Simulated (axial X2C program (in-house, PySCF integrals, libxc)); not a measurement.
Which molecule has these constants?

Computed with an axial X2C code built on PySCF integrals, spin-free (one-electron X2C) or two-component (2c: spin–orbit coupling with atomic mean-field Coulomb and Gaunt terms, which also bring small scalar terms), in Dyall basis sets with cores contracted in-house; open shells are unrestricted.

A two-component PBE0 calculation in a Dyall 3-zeta basis gave Re = 2.402 Å, ωe = 365.5 cm⁻¹, De = 1.62 eV, dipole magnitude 4.46 D, Ω = 0.

**Question.** Which molecule is it?
A. LiAu
B. LiAg
C. LiCu

**Answer.** B. The others have LiAu 2.272 Å and 466.2 cm⁻¹ (Ω = 0); LiCu 2.280 Å and 386.8 cm⁻¹ (Ω = 0).

Each entry is the lowest single determinant of a limited PBE0 search at one distance. De goes to single-determinant-based atoms at the same level (for ions the charge split of lowest energy) and is withheld (n/a) where an atom does not fit its ground term or J level. Main or longest-lived isotopes.
